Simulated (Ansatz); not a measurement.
Computed with Ansatz on PBE0-D4/def2-TZVP structures; ΔE is electronic, products minus reactants. CCSD(T)/CBS is the MP2 limit (def2-TZVPP, def2-QZVPP) plus CCSD(T) − MP2 in def2-TZVPP, frozen cores. This one scheme is used for every species. DFT in def2-TZVPP. Elements past krypton have def2 core potentials. For Br, Sn outer-core shells are correlated without core-valence functions, which leaves a few kJ/mol of doubt a bond. Scalar relativity is left out up to krypton. One conformer a species, not always the lowest.

Reaction (ligand exchange at the Sn–N bond): `[NH2][Sn]([F])([F])[F]` + HBr → `[F][Sn]([F])([F])[Br]` + NH₃

```json
{"level": "PBE-D4", "ΔE (kJ/mol)": "-83.9"}
{"level": "B97M-V", "ΔE (kJ/mol)": "-87.2"}
{"level": "r2SCAN0-D4", "ΔE (kJ/mol)": "-86.9"}
{"level": "PBE", "ΔE (kJ/mol)": "-83.4"}
{"level": "revPBE", "ΔE (kJ/mol)": "-84.6"}
{"level": "MP2/def2-SVP", "ΔE (kJ/mol)": "-78.5"}
{"level": "CCSD(T)/def2-TZVPP", "ΔE (kJ/mol)": "-74.6"}
{"level": "MP2/def2-QZVPP", "ΔE (kJ/mol)": "-82.4"}
```

Task: What does CCSD(T)/CBS give? (An estimate is asked.)

Result: The calculation gave: -82.7 kJ/mol. The listed levels differ from it by -1.2, -4.5, -4.2, -0.7, -1.9, 4.2, 8.1, 0.3 kJ/mol.

Largest T1 diagnostic among the species: 0.014.

Leaving LDA and LC-ωPBE aside and taking each functional with its dispersion term where it has one, the values, not all of them listed here, spread over 8.6 kJ/mol, from BHLYP-D4 to CAM-B3LYP-D4. LDA lies +6.5 kJ/mol from PBE without D4. From BLYP to BHLYP (50 % exact exchange), in def2-TZVPP and without D4, ΔE moves by −3.5 kJ/mol.
